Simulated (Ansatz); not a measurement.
`[SiH3]N[SiH2]Br` + HCl → `Cl[SiH2]Br` + `N[SiH3]` at 400 K and 1 bar (ligand exchange at the Si–N bond).

Isolated molecules relaxed with PBE0-D4/def2-TZVP in Ansatz; ΔE leaves out vibrations. CCSD(T)/CBS is the MP2 limit (def2-TZVPP, def2-QZVPP) plus CCSD(T) − MP2 in def2-TZVPP, frozen cores. This one scheme is used for every species. For Br outer-core shells are correlated without core-valence functions, which leaves a few kJ/mol of doubt a bond. Scalar relativity is left out up to krypton. One conformer a species, not always the lowest.

```json
{"species": "`[SiH3]N[SiH2]Br`", "CCSD(T)/CBS energy (Eh)": "-3209.88376", "H − E (kJ/mol)": "191.4", "S (J/(mol·K))": "401.0"}
{"species": "HCl", "CCSD(T)/CBS energy (Eh)": "-460.38127", "H − E (kJ/mol)": "29.6", "S (J/(mol·K))": "195.4"}
{"species": "`Cl[SiH2]Br`", "CCSD(T)/CBS energy (Eh)": "-3323.46904", "H − E (kJ/mol)": "73.3", "S (J/(mol·K))": "324.7"}
{"species": "`N[SiH3]`", "CCSD(T)/CBS energy (Eh)": "-346.80422", "H − E (kJ/mol)": "153.0", "S (J/(mol·K))": "285.3"}
```

H − E and S are ideal-gas, rigid-rotor, harmonic terms from PBE0-D4/def2-TZVP, for one conformer and one mirror image of each species. 1 Eh = 2625.50 kJ/mol, R = 8.31446 J/(mol·K).

Q: By hand: ΔE, ΔH, ΔS and ΔG.

A: ΔE = (-3323.46904) + (-346.80422) − (-3209.88376) − (-460.38127) = -0.00823 Eh = -21.6 kJ/mol. Δ(H − E) = 73.3 + 153.0 − 191.4 − 29.6 = 5.3, so ΔH = -16.3 kJ/mol. ΔS = 324.7 + 285.3 − 401.0 − 195.4 = 13.6 J/(mol·K). ΔG = -16.3 − 400 × (13.6)/1000 = -21.7 kJ/mol.

Q: By hand: the equilibrium constant, and the temperature at which ΔG would vanish if ΔH and ΔS stayed fixed.

A: log₁₀ K = −ΔG/(RT ln 10) = 2.8. ΔH and −TΔS have one sign here, so there is no such temperature.

TΔS isn't small against ΔH here. A doubt of 5 kJ/mol in ΔE shifts log₁₀ K by 0.7 here. Other conformers and mirror images would add mixing entropy, several J/(mol·K) or more a flexible species. Modes under 60 cm⁻¹, often nearly free rotors, make the harmonic entropy too high. These are equilibria of isolated gas molecules and say nothing of rates. Largest T1 diagnostic: 0.009 (customary marks: 0.02 for closed shells, 0.045 for open ones).
